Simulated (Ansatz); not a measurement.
Relaxation of C$_{2}$H$_{5}$FO$_{2}$Si (11 atoms, charge 0, multiplicity 1), to a largest force component of 0.015 eV/Å in at most 40 steps.

Level of theory: RKS LDA/def2-SVP (Ansatz).

```xyz
11
Properties=species:S:1:pos:R:3:forces:R:3
C 1.399 -1.437 0.293 -2.97 3.78 -0.36
C 0.511 -0.447 0.722 2.45 -2.30 -2.27
F 0.017 0.385 -0.217 -0.12 -0.07 0.45
Si -0.081 -0.204 2.427 0.56 2.46 2.11
O 1.011 -0.721 3.598 -1.03 -0.80 -1.44
O -0.249 1.486 2.752 0.00 -1.03 -1.12
H 1.823 -2.091 0.983 1.01 -1.56 1.63
H 1.645 -1.479 -0.776 0.11 -0.10 -0.19
H -1.402 -0.764 2.641 -0.73 -0.74 0.10
H 1.367 -0.008 4.127 0.36 0.80 0.46
H -0.603 2.011 1.986 0.37 -0.45 0.63
```

Q: Where does it end, and by what steps?

A: The forces met the threshold. After 20 steps the energy has fallen by 0.490 eV; H10 moved furthest, 0.64 Å.

| step | energy less start (eV) | largest force component (eV/Å) | accepted |
| --- | --- | --- | --- |
| 0 | 0.0000 | 3.783 | yes |
| 1 | -0.3439 | 1.322 | yes |
| 2 | -0.4189 | 0.471 | yes |
| 3 | -0.4272 | 0.393 | yes |
| 4 | -0.4262 | 0.324 | no |
| 5 | -0.4521 | 0.087 | yes |
| 6 | -0.4615 | 0.066 | yes |
| 7 | -0.4700 | 0.109 | yes |
| 8 | -0.4071 | 2.016 | no |
| 9 | -0.4764 | 0.088 | yes |
| 10 | -0.4794 | 0.419 | yes |
| 11 | -0.4812 | 0.177 | yes |
| 12 | -0.4843 | 0.151 | yes |
| 13 | -0.4862 | 0.076 | yes |
| 14 | -0.4875 | 0.152 | yes |
| 15 | -0.4885 | 0.091 | yes |
| 16 | -0.4896 | 0.038 | yes |
| 17 | -0.4902 | 0.023 | yes |
| 18 | -0.4903 | 0.034 | yes |
| 19 | -0.4904 | 0.018 | yes |
| 20 | -0.4905 | 0.007 | yes |

```xyz
11
Properties=species:S:1:pos:R:3
C 1.345 -1.338 0.390
C 0.520 -0.379 0.812
F 0.169 0.626 -0.023
Si -0.214 -0.158 2.532
O 0.864 -0.649 3.681
O -0.547 1.465 2.554
H 1.632 -2.140 1.090
H 1.749 -1.348 -0.638
H -1.425 -0.987 2.808
H 1.740 -0.222 3.657
H -0.394 1.862 1.672
```

Time of the run: 19 s on 2 threads of INTEL(R) XEON(R) PLATINUM 8581C CPU @ 2.30GHz (Emerald Rapids) (shared host), peak memory 0.19 GiB.
